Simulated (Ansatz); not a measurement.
**A ladder of methods for SnCl2 (SMILES [Cl][Sn][Cl])**

The species is SnCl2 (3 atoms), meant as a singlet with charge 0. As SMILES, `[Cl][Sn][Cl]`. The shape comes from GFN2-xTB, which is rough for such elements, and wasn't checked as a minimum.

```xyz
3

Sn    0.0049   -0.0072   -1.0237
Cl    1.8126   -0.0190    0.5210
Cl   -1.8175    0.0262    0.5027
```

Each level gives the HOMO–LUMO gap (eV). The values are calculated.

```json
{"level": "SVWN5/def2-SVP (core potential)", "kind": "LDA", "program": "Ansatz", "value (eV)": "3.05", "CPU time": "1.2 s"}
{"level": "BLYP/def2-SVP (core potential)", "kind": "GGA", "program": "Ansatz", "value (eV)": "3.04", "CPU time": "1.7 s"}
{"level": "r2SCAN/def2-SVP (core potential)", "kind": "meta-GGA", "program": "Ansatz", "value (eV)": "3.45", "CPU time": "3.5 s"}
{"level": "B3LYP/def2-SVP (core potential)", "kind": "global hybrid", "program": "Ansatz", "value (eV)": "4.41", "CPU time": "5 s"}
{"level": "BHLYP/def2-SVP (core potential)", "kind": "global hybrid", "program": "Ansatz", "value (eV)": "6.46", "CPU time": "2.2 s"}
{"level": "PBE0/def2-SVP (core potential)", "kind": "global hybrid", "program": "Ansatz", "value (eV)": "4.83", "CPU time": "2 s"}
{"level": "CAM-B3LYP/def2-SVP (core potential)", "kind": "range-separated hybrid", "program": "Ansatz", "value (eV)": "6.94", "CPU time": "7.2 s"}
{"level": "wB97X/def2-SVP (core potential)", "kind": "range-separated hybrid", "program": "Ansatz", "value (eV)": "8.79", "CPU time": "17 s"}
```

The values span 3.04 to 8.79 eV. Orbital gaps aren't excitation energies; they tend to grow with the share of exact exchange. CPU times are rough (shared hosts, several kinds of processor): they show what a rung costs within a factor of a few.
